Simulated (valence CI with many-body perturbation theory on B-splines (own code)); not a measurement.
Values are calculated unless marked as measured or tabulated.
## Level structure of Tb16+

Method: valence CI with perturbative core correlation (CI+MBPT): three valence electrons over a frozen Dirac-Fock core [Kr] 4d10, a basis of 7 s, 7 p, 7 d, 7 f, 4 g, 2 h functions for each j, with the one-electron correlation potential Σ1, the two-electron term Σ2, the three-electron term Σ3, Breit, model QED; selected CI, second order for the rest, scaled by the run's own slope (own B-spline code, finite nucleus).

No measured levels were compared; by estimate terms of the open shell hold to a few per cent of their energy, and close levels can change places.

Levels 91 to 135 of 258, with energies above the lowest level, (4f5/2^3) J=9/2. "Leading %" is the weight of the configuration and term that name the level; weights of strongly mixed levels are sums over their largest components and can fall short. In the jj column 3d3/2^4 stands for four electrons in 3d with j = 3/2.

```
No.  Configuration  Term     J  E (eV)  Leading %      g                Leading jj  Second component
 91         4f2 5p   4H°   7/2  53.925         38  0.842      4f5/2^2 5p3/2 (93 %)   31 % 4f2 5p 2G°
 92         4f2 5p   4H°   9/2  53.934         36  0.905      4f5/2^2 5p3/2 (84 %)   28 % 4f2 5p 2H°
 93         4f2 5p   4H°  11/2  54.544         44  1.066  4f5/2 4f7/2 5p3/2 (62 %)   39 % 4f2 5p 4I°
 94         4f2 5p   4G°   9/2  54.982         35  1.033  4f5/2 4f7/2 5p3/2 (97 %)   34 % 4f2 5p 2H°
 95         4f2 5p   4G°   5/2  55.256         80  0.652      4f5/2^2 5p3/2 (88 %)    9 % 4f2 5p 2F°
 96         4f2 5p   4I°  13/2  55.347         60  1.154  4f5/2 4f7/2 5p3/2 (71 %)   39 % 4f2 5p 4H°
 97         4f2 5p   2H°  11/2  55.464         47  1.159  4f5/2 4f7/2 5p3/2 (55 %)   45 % 4f2 5p 4G°
 98         4f2 5p   4F°   3/2  55.613         50  0.710      4f5/2^2 5p3/2 (75 %)   23 % 4f2 5p 4D°
 99         4f2 5p   4D°   1/2  55.820         58  0.280      4f5/2^2 5p3/2 (70 %)   40 % 4f2 5p 2P°
100         4f2 5p   4F°   5/2  56.076         52  1.051  4f5/2 4f7/2 5p3/2 (50 %)   21 % 4f2 5p 4D°
101         4f2 5p   4G°   7/2  56.100         53  0.996  4f5/2 4f7/2 5p3/2 (87 %)   17 % 4f2 5p 2G°
102         4f2 5p   2I°  11/2  56.101         64  0.997      4f5/2^2 5p3/2 (51 %)   12 % 4f2 5p 4H°
103         4f2 5p   4F°   7/2  56.245         46  1.164  4f5/2 4f7/2 5p3/2 (76 %)   14 % 4f2 5p 4D°
104         4f2 5p   2P°   1/2  56.329         60  0.431      4f7/2^2 5p1/2 (27 %)   39 % 4f2 5p 4D°
105         4f2 5p   4I°  15/2  56.378         99  1.198      4f7/2^2 5p3/2 (79 %)                  
106         4f2 5p   4D°   3/2  56.750         64  1.066  4f5/2 4f7/2 5p3/2 (91 %)   29 % 4f2 5p 2D°
107         4f2 5p   4F°   9/2  56.761         35  1.181  4f5/2 4f7/2 5p3/2 (92 %)   24 % 4f2 5p 4G°
108         4f2 5p   2G°   7/2  56.834         34  1.015  4f5/2 4f7/2 5p3/2 (60 %)   22 % 4f2 5p 4G°
109         4f2 5p   2I°  13/2  56.963         67  1.114      4f7/2^2 5p3/2 (52 %)   23 % 4f2 5p 4H°
110         4f2 5p   4G°   9/2  57.016         45  1.153  4f5/2 4f7/2 5p3/2 (61 %)   43 % 4f2 5p 2G°
111         4f2 5p   2F°   5/2  57.092         38  1.110  4f5/2 4f7/2 5p3/2 (85 %)   26 % 4f2 5p 4D°
112         4f2 5p   4G°  11/2  57.290         68  1.208  4f5/2 4f7/2 5p3/2 (53 %)   23 % 4f2 5p 2H°
113         4f2 5p   2G°   9/2  57.325         56  1.109      4f7/2^2 5p3/2 (62 %)   17 % 4f2 5p 2H°
114         4f2 5p   2F°   5/2  57.580         65  0.877  4f5/2 4f7/2 5p3/2 (67 %)   17 % 4f2 5p 4G°
115         4f2 5p   2G°   7/2  57.707         54  1.010  4f5/2 4f7/2 5p3/2 (60 %)   12 % 4f2 5p 2F°
116         4f2 5p   2H°  11/2  57.983         66  1.100      4f7/2^2 5p3/2 (79 %)   19 % 4f2 5p 4G°
117         4f2 5p   2F°   5/2  58.354         53  1.035      4f7/2^2 5p3/2 (84 %)   25 % 4f2 5p 2D°
118         4f2 5p   2F°   7/2  58.754         49  1.086      4f7/2^2 5p3/2 (69 %)   31 % 4f2 5p 2G°
119         4f2 5p   2G°   9/2  59.069         72  1.142      4f7/2^2 5p3/2 (73 %)   16 % 4f2 5p 4F°
120         4f2 5p   2D°   3/2  59.383         33  1.309  4f5/2 4f7/2 5p3/2 (57 %)   19 % 4f2 5p 2P°
121         4f2 5p   4P°   1/2  59.411         39  1.945  4f5/2 4f7/2 5p3/2 (71 %)   38 % 4f2 5p 2S°
122         4f2 5p   2I°  13/2  59.482         56  1.014  4f5/2 4f7/2 5p3/2 (80 %)   43 % 4f2 5p 2K°
123         4f2 5p   2F°   7/2  59.849         69  1.183  4f5/2 4f7/2 5p3/2 (65 %)   18 % 4f2 5p 4D°
124         4f2 5p   4P°   3/2  60.159         37  1.493      4f7/2^2 5p3/2 (44 %)   22 % 4f2 5p 2D°
125         4f2 5p   2H°  11/2  60.530         61  1.028  4f5/2 4f7/2 5p3/2 (68 %)   38 % 4f2 5p 2I°
126         4f2 5p   2D°   5/2  60.601         66  1.149  4f5/2 4f7/2 5p3/2 (47 %)   22 % 4f2 5p 2F°
127         4f2 5p   2P°   1/2  60.782         73  1.020      4f7/2^2 5p3/2 (53 %)   14 % 4f2 5p 4P°
128         4f2 5p   4D°   5/2  61.163         47  1.382  4f5/2 4f7/2 5p3/2 (95 %)   27 % 4f2 5p 4P°
129         4f2 5p   4D°   7/2  61.251         73  1.347      4f7/2^2 5p3/2 (81 %)   23 % 4f2 5p 2F°
130         4f2 5p   2K°  15/2  61.512         99  1.066  4f5/2 4f7/2 5p3/2 (79 %)                  
131         4f2 5p   2D°   3/2  61.600         67  0.948  4f5/2 4f7/2 5p3/2 (41 %)   18 % 4f2 5p 4D°
132       4f 5s 5p    4G   5/2  61.680         56  0.763     4f5/2 5s 5p1/2 (98 %)  21 % 4f 5s 5p 4F
133         4f2 5p   2D°   5/2  62.441         48  1.373      4f7/2^2 5p3/2 (69 %)   46 % 4f2 5p 4P°
134         4f2 5p   2H°   9/2  62.473         98  0.910  4f5/2 4f7/2 5p3/2 (77 %)                  
135       4f 5s 5p    4G   7/2  62.881         47  1.112     4f7/2 5s 5p1/2 (57 %)  38 % 4f 5s 5p 4F
```

Where two levels of one J and parity lie close, their mixing, g and order are uncertain.
